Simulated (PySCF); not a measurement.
# Ru: excitation energy

Ru [Kr] 4d7 5s1 (5F) → Ru [Kr] 4d7 5p1 (high-spin determinant), as a difference of total energies. Computed with PySCF 2.14 in def2-TZVPPD with the def2 core potential (28 electrons), with a scalar-relativistic core potential. Correlated levels: valence: 4s2 4p6 frozen; valence and next inner shell: nothing frozen outside the core potential. The calculations carry no spin-orbit coupling.

```
                                method  excitation energy (eV)
                                   UHF                   3.024
                                   LDA                   3.758
                                   PBE                   3.606
                                  PBE0                   3.498
                                r2SCAN                   3.638
                                 B97-3                   3.447
                               wB97M-V                   3.349
                                 HSE06                   3.502
                                 TPSSh                   3.549
                         MP2 (valence)                   3.453
                     SCS-MP2 (valence)                   3.332
    MP2 (valence and next inner shell)                   3.609
SCS-MP2 (valence and next inner shell)                   3.469
```

Q: How much does correlation contribute at MP2 (valence and next inner shell)?

A: 3.609 − (3.024) = 0.585 eV, measured against UHF.

The determinant of the upper state mixes LS terms, which raises its energy above the lowest term, most at the Hartree-Fock and MP2 levels.
